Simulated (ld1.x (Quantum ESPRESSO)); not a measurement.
**How hard is this tungsten (W) ultrasoft potential?**

W, ultrasoft, made with ld1.x (Quantum ESPRESSO) 7.5 (PBE, fully relativistic). Core [Kr] 4d10 4f14 5s2, reference 5p6 5d4 6s2 6p0. Waves: 6s (bound): rcut 2.60, rcutus 2.95 bohr; 6s channel at 1 Ry: rcut 2.60, rcutus 2.95 bohr; 5p (bound): rcut 1.80, rcutus 2.00 bohr; 6p (bound, empty): rcut 1.80, rcutus 2.00 bohr; 5d (bound): rcut 1.60, rcutus 1.75 bohr; 5d channel at 0.05 Ry: rcut 1.60, rcutus 1.75 bohr. Local part: all-electron potential smoothed inside 2.60 bohr (lloc = -1). Core correction: none. Augmentation charge: PSQ, radius 1.70 bohr.

Open shells are filled in proportion to 2j + 1 (rel_dist='average').

The pseudo-atom Hamiltonian at the reference potential is diagonalised in spherical Bessel functions j_l(qr) that vanish at 20 bohr, with q² up to the cutoff. All-electron valence levels (Ry): 6s -0.4202, 5p1/2 -3.6952, 6p1/2 -0.1264, 5p3/2 -2.9735, 6p3/2 -0.0912, 5d3/2 -0.3623, 5d5/2 -0.3088.

Q: How do the lowest levels (Ry) of each channel move with the cutoff, and are there ghosts?

A:

| cutoff (Ry) | s #1 | s #2 | p1/2 #1 | p1/2 #2 | p3/2 #1 | p3/2 #2 | p3/2 #3 | d3/2 #1 | d5/2 #1 | d5/2 #2 | f #1 | f #2 | Σ f·Δε (mRy) |
| --- | --- | --- | --- | --- | --- | --- | --- | --- | --- | --- | --- | --- | --- |
| 8 | -0.4202 | 0.0017 | -3.4556 | -0.0707 | -2.7611 | -0.0579 | 0.0604 | -0.0553 | -0.0468 | 0.0701 | 0.1093 | 0.2282 | 2448.9 |
| 12 | -0.4202 | 0.0017 | -3.6457 | -0.0841 | -2.9300 | -0.0690 | 0.0570 | -0.1804 | -0.1554 | 0.0635 | 0.1093 | 0.2282 | 932.2 |
| 18 | -0.4202 | 0.0017 | -3.6916 | -0.0959 | -2.9705 | -0.0776 | 0.0547 | -0.3104 | -0.2654 | 0.0606 | 0.1093 | 0.2282 | 206.5 |
| 25 | -0.4202 | 0.0017 | -3.6945 | -0.1151 | -2.9729 | -0.0874 | 0.0522 | -0.3520 | -0.3002 | 0.0600 | 0.1093 | 0.2282 | 40.9 |
| 30 | -0.4202 | 0.0017 | -3.6948 | -0.1242 | -2.9731 | -0.0906 | 0.0515 | -0.3604 | -0.3072 | 0.0599 | 0.1093 | 0.2282 | 9.1 |
| 40 | -0.4202 | 0.0017 | -3.6951 | -0.1259 | -2.9734 | -0.0911 | 0.0514 | -0.3620 | -0.3085 | 0.0599 | 0.1093 | 0.2282 | 1.5 |
| 50 | -0.4202 | 0.0017 | -3.6951 | -0.1262 | -2.9734 | -0.0912 | 0.0513 | -0.3622 | -0.3087 | 0.0599 | 0.1093 | 0.2282 | 0.8 |
| 60 | -0.4202 | 0.0017 | -3.6951 | -0.1263 | -2.9735 | -0.0912 | 0.0513 | -0.3623 | -0.3088 | 0.0599 | 0.1093 | 0.2282 | 0.2 |
| 400 | -0.4202 | 0.0017 | -3.6952 | -0.1264 | -2.9735 | -0.0912 | 0.0513 | -0.3623 | -0.3088 | 0.0599 | 0.1093 | 0.2282 | 0.0 |

Result: no extra level below or beside the all-electron valence levels (s, p1/2, p3/2, d3/2, d5/2, f tested); 10 mRy is reached at 30 Ry and 1 mRy at 50 Ry.

Test run stopped at test 6 of 7 (negative rho), 1 before it not solved.
